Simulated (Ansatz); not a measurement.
`C[O][InH2]` + Cl• → `C[O][InH]`• + HCl at 298.15 K and 1 bar (hydrogen abstraction from the In–H bond).

Isolated molecules relaxed with PBE0-D4/def2-TZVP in Ansatz; ΔE leaves out vibrations. CCSD(T)/CBS is the MP2 limit (def2-TZVPP, def2-QZVPP) plus CCSD(T) − MP2 in def2-TZVPP, frozen cores. This one scheme is used for every species, atoms too. Open shells (•) are unrestricted, without spin–orbit coupling. Spin–orbit coupling would lower the free atoms: a little for Cl. Elements past krypton have def2 core potentials. For In outer-core shells are correlated without core-valence functions, so the limit isn't a true one: a few kJ/mol of doubt a bond, and 10 to 20 or more in all where bonds break to atoms.

```tsv
species	CCSD(T)/CBS energy (Eh)	H − E (kJ/mol)	S (J/(mol·K))
`C[O][InH2]`	-306.01914	156.4	318.5
Cl•	-459.70966	6.2	168.3
`C[O][InH]`•	-305.39769	135.2	321.3
HCl	-460.38127	26.6	186.8
```

H − E and S are ideal-gas, rigid-rotor, harmonic terms from PBE0-D4/def2-TZVP, with the whole ground term of open shells counted as degenerate. 1 Eh = 2625.50 kJ/mol, R = 8.31446 J/(mol·K).

By hand: ΔE, ΔH, ΔS and ΔG.

ΔE = (-305.39769) + (-460.38127) − (-306.01914) − (-459.70966) = -0.05016 Eh = -131.7 kJ/mol. Δ(H − E) = 135.2 + 26.6 − 156.4 − 6.2 = -0.8, so ΔH = -132.5 kJ/mol. ΔS = 321.3 + 186.8 − 318.5 − 168.3 = 21.3 J/(mol·K). ΔG = -132.5 − 298.15 × (21.3)/1000 = -138.9 kJ/mol.

By hand: the equilibrium constant, and the temperature at which ΔG would vanish if ΔH and ΔS stayed fixed.

log₁₀ K = −ΔG/(RT ln 10) = 24.3. ΔH and −TΔS have one sign here, so there is no such temperature.

ΔH outweighs TΔS. A doubt of 5 kJ/mol in ΔE shifts log₁₀ K by 0.9 here. These are equilibria of isolated gas molecules and say nothing of rates. Largest T1 diagnostic: 0.020 (customary marks: 0.02 for closed shells, 0.045 for open ones).
